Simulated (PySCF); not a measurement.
N⁺: ionisation energy

N⁺ [He] 2s2 2p2 (3P) → N²⁺ [He] 2s2 2p1 (2P), as a difference of total energies. Computed with PySCF 2.14 in aug-cc-pVQZ (6s5p4d3f2g, 80 functions), with the non-relativistic Hamiltonian (point nucleus). Correlated levels: valence: 1s2 frozen. The calculations carry no spin-orbit coupling.

| method | ionisation energy (eV) | difference from reference (eV) |
| --- | --- | --- |
| UHF | 29.205 | -0.396 |
| MP2 (valence) | 29.665 | +0.064 |
| SCS-MP2 (valence) | 29.522 | -0.079 |
| CCSD (valence) | 29.503 | -0.098 |
| CCSD(T) (valence) | 29.521 | -0.080 |

Reference: 29.601 eV (semi-empirical (NIST evaluation); NIST Atomic Spectra Database, ionization energies).

Errors of the correlated levels include the incompleteness of this basis and the frozen core.
